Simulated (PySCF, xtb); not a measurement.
Te(Br)(SMe) (CH3BrSTe), SMILES CS[Te]Br. Other conformers were not sampled.

Harmonic wavenumbers (cm⁻¹) from GFN2-xTB (xtb) at its own minimum, in rising order: 52, 104, 141, 182, 247, 369, 708, 945, 947, 1322, 1441, 1452, 3028, 3037, 3056.

What does PBE-D3(BJ)/def2-SVP run with PySCF 2.14.0 give at its own minimum? (An estimate is asked for; the answer gives what the named calculation found.)

58, 108, 143, 191, 226, 354, 672, 920, 923, 1268, 1381, 1396, 2979, 3090, 3108. Paired by order, the mean absolute difference is 31 cm⁻¹ and the zero-point energies are 24.3 and 24.0 kcal/mol.
